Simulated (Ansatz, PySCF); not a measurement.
Energy difference 2 R1 + R2 + 3 R3 → 5 P1 + P2, each structure at its B3LYP-D3(BJ)/def2-TZVP stationary point, reached from a drawn start (curvature not checked).
P1, H2 (SMILES [H][H]) (charge 0, multiplicity 1):
```xyz
2

H      0.000     0.000     0.372
H      0.000     0.000    -0.372
```
R1, H2O (SMILES O) (charge 0, multiplicity 1):
```
atom   x (Å)    y (Å)    z (Å)
----  ------  -------  -------
O     0.0000   0.0000   0.3896
H     0.0000   0.7650  -0.1949
H     0.0000  -0.7650  -0.1949
```
R2, HCl (SMILES Cl) (charge 0, multiplicity 1, Z-matrix in Å and degrees):
```
Cl
H 1 1.2820
```
R3: SiH4 (SMILES [SiH4]), charge 0, multiplicity 1.
P2: ClH7O2Si3 (SMILES [SiH3]O[SiH](Cl)O[SiH3]), charge 0, multiplicity 1.

P less R. No zero-point or thermal terms. One arrangement of each flexible species, with no search for the lowest.

Codes used: Ansatz (Gaussian orbitals); PySCF for the D3/D4 terms. All values are computed, each at the level named.

Problem. Give the reaction energy at the level PBE0-D4/def2-TZVPP.

Solution. -4.01 eV

Problem. Estimate the reaction energy that BHLYP-D3(BJ)/def2-TZVPP returns for this input.

Solution. -4.42 eV

Problem. What is the computed reaction energy (revPBE-D4/def2-TZVPP)?

Solution. -4.12 eV

Ansatz is an electronic-structure program.
